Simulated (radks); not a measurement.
Results of a calculation; reference values are marked as such.
Charge is removed step by step from the 2s level of Cr+, starting from [Ar] 3d5. Level of theory: scalar-relativistic Kohn-Sham, PBE, spin-unpolarised, spherical densities, finite nucleus; Fermi nuclear charge, rms radius 3.6452 fm (a radial shooting solver on a logarithmic mesh with Libxc functionals).

removed (e)  E - E(0) (eV)  eigenvalue (eV)  E minus straight line (eV)
0                    0.000          -673.92                       0.000
0.1                 67.583          -678.05                      -1.935
0.2                 135.58          -682.23                      -3.455
0.3                 204.00          -686.47                      -4.553
0.4                 272.85          -690.77                      -5.225
0.5                 342.12          -695.11                      -5.464
0.6                 411.84          -699.51                      -5.266
0.7                 482.00          -703.96                      -4.625
0.8                 552.61          -708.46                      -3.537
0.9                 623.66          -713.00                      -1.997
1                   695.18          -717.59                       0.000

Removing the whole electron costs 695.18 eV by Delta-SCF, against 673.92 eV from minus the eigenvalue at the starting occupation. Slater's transition state (half an electron removed) gives 695.11 eV. Integrating minus the eigenvalue over the occupation (Janak's theorem) gives 695.33 eV. In this scalar-relativistic scheme the density is built from large components alone, so the theorem holds only approximately. The mean slope of the eigenvalue, de/dn, is 43.7 eV per electron.
